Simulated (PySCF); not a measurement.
A structure optimised at PBE0-D3(BJ)/def2-SVP, used in a PySCF frequency run:

```
Si
H 1 1.4965
H 1 1.4965 2 107.96
H 1 1.4965 2 107.96 3 116.47
Zn 1 2.3518 2 110.95 4 121.77
Cl 5 2.1208 4 154.17 1 180.00
```
Charge 0, spin multiplicity 1.

**Question.** Write its SMILES, formula and point group.

**Answer.** [SiH3][Zn][Cl], ClH3SiZn, C3v

**Question.** What are its rotational constants (standard atomic weights)?

**Answer.** 85.557, 1.4737, 1.4737 GHz
